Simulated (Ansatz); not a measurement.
`[SiH3]CBC=S`, 12 atoms. Total charge 0; spin multiplicity 1. All runs use 4 threads of an Intel Xeon 6975P-C on a shared host. Correlated methods freeze the cores.

Give the basis size and wall time and peak host memory of each of these runs in Ansatz. direct RPA on PBE orbitals/def2-TZVPP energy; RKS LC-ωPBE/def2-TZVPP energy; RKS ωB97M-V/def2-SVP energy; RKS PBE0-D4/def2-TZVPP energy; RKS PBE0-D4/def2-TZVP relaxation (12 steps); RHF-CCSD(T)/def2-TZVPP energy; RHF-MP2/def2-QZVPP energy; RKS ωB97M-V/def2-QZVPP energy; RKS BLYP-D4/def2-TZVPP energy; RKS PBE0-D4/def2-SVP energy; RKS PBE0-D4/def2-TZVP frequencies; RKS PBE0-D4/def2-QZVPP energy. (An estimate is asked.)

Computed: Other jobs shared the machine, so times are rough.

| level | job | functions | wall time | peak host memory (GiB) |
| --- | --- | --- | --- | --- |
| RKS PBE0-D4/def2-SVP | energy | 113 | 0.7 s | 0.28 |
| RKS BLYP-D4/def2-TZVPP | energy | 275 | 1.4 s | 0.41 |
| RKS LC-ωPBE/def2-TZVPP | energy | 275 | 2.1 s | 0.6 |
| RKS PBE0-D4/def2-TZVPP | energy | 275 | 2.1 s | 0.78 |
| RKS ωB97M-V/def2-SVP | energy | 113 | 2.3 s | 0.39 |
| direct RPA on PBE orbitals/def2-TZVPP | energy | 275 | 4.6 s | 0.81 |
| RKS PBE0-D4/def2-QZVPP | energy | 521 | 6 s | 2.1 |
| RKS ωB97M-V/def2-QZVPP | energy | 521 | 13 s | 2.6 |
| RHF-MP2/def2-QZVPP | energy | 521 | 22 s | 3.8 |
| RKS PBE0-D4/def2-TZVP | relaxation (12 steps) | 209 | 26 s | 0.61 |
| RHF-CCSD(T)/def2-TZVPP | energy | 275 | 54 s | 7.6 |
| RKS PBE0-D4/def2-TZVP | frequencies | 209 | 100 s | 0.65 |

LC-ωPBE has ω = 0.4 bohr⁻¹.
